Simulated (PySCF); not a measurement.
## Two-component Hartree-Fock for Ce²⁸⁺ (cerium, charge +28)

Start: [Ar] 3d10 4s2. Calculated with PySCF 2.14 in an even-tempered Gaussian basis (17 s from 2.4 bohr⁻², ratio 2.8; 13 p from 3.1 bohr⁻², ratio 2.8; 8 d from 5.6 bohr⁻², ratio 2.8; 4 f from 14 bohr⁻², ratio 3): generalised Hartree-Fock with the X2C-1e Hamiltonian and a Gaussian nucleus; one run each with spin-orbit coupling (SO) switched off, then screened by Boettger's factors.

```
spinor shell  electrons  ε, spin-free (eV)  ε, screened SO (eV)  weight of nominal j (screened SO)  rms radius, screened SO (bohr)
       1s1/2          2           -41615.9             -41610.9                              1.000                          0.0280
       2s1/2          2            -7564.2              -7562.8                              1.000                           0.114
       2p1/2          2            -6869.8              -7183.8                              1.000                          0.0977
       2p3/2          4            -6869.8              -6731.8                              1.000                           0.103
       3s1/2          2            -2360.6              -2360.2                              1.000                           0.292
       3p1/2          2            -2132.4              -2197.9                              1.000                           0.284
       3p3/2          4            -2132.4              -2103.4                              1.000                           0.296
       3d3/2          4            -1819.3              -1831.3                              1.000                           0.265
       3d5/2          6            -1819.3              -1811.1                              1.000                           0.268
       4s1/2          2            -1052.6              -1052.6                              1.000                           0.630
```

```json
{"quantity": "E (hartree)", "spin-free": "-8458.92828", "screened SO": "-8462.66583"}
{"quantity": "M_J", "spin-free": "0", "screened SO": "0"}
{"quantity": "⟨J²⟩", "spin-free": "0.000", "screened SO": "0.000"}
{"quantity": "⟨L²⟩", "spin-free": "0.000", "screened SO": "0.021"}
{"quantity": "⟨S²⟩", "spin-free": "0.000", "screened SO": "0.021"}
```

Breit and QED terms are absent; they matter most for the inner s and p1/2 levels.

Densities and radii are taken from the X2C orbitals without a picture-change correction, which distorts them close to the nucleus.

Without spin-orbit coupling the j labels of p, d and f shells carry no meaning; the spin-free column gives the mean over the occupied spinors of each nl shell.
